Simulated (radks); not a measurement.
Nd+, configuration [Xe] 4f4 6s1.

Method: scalar-relativistic Kohn-Sham, r2SCAN, spin-unpolarised, spherical densities, finite nucleus; meta-GGA in the generalised Kohn-Sham scheme; Fermi nuclear charge, rms radius 4.9123 fm; computed with a radial shooting solver on a logarithmic mesh with Libxc functionals.

Energy parts (eV):
total: -261890.70
kinetic: 278722.04
electron-nucleus: -635669.49
Hartree: 101110.57
exchange-correlation: -6053.82

Orbitals (lengths in bohr, moments of r in powers of bohr; r(90%) holds 90 % of the orbital's charge):
orbital,occ.,eigenvalue (eV),r(90%)
1s,2,-43473.71,0.0427
2s,2,-7056.769,0.156
2p,6,-6305.712,0.145
3s,2,-1543.261,0.390
3p,6,-1305.073,0.395
3d,10,-974.8293,0.377
4s,2,-315.0856,0.872
4p,6,-236.6565,0.935
4d,10,-124.7785,1.06
4f,4,-7.2809,1.97
5s,2,-47.7053,2.13
5p,6,-28.8603,2.52
5d,0,-7.0796,4.55
6s,1,-8.0607,5.95
6p,0,-5.0254,6.96

The highest occupied level is 4f at -7.281 eV. The electron density at the nucleus is 4.722e+05 e/bohr^3 (large components only).
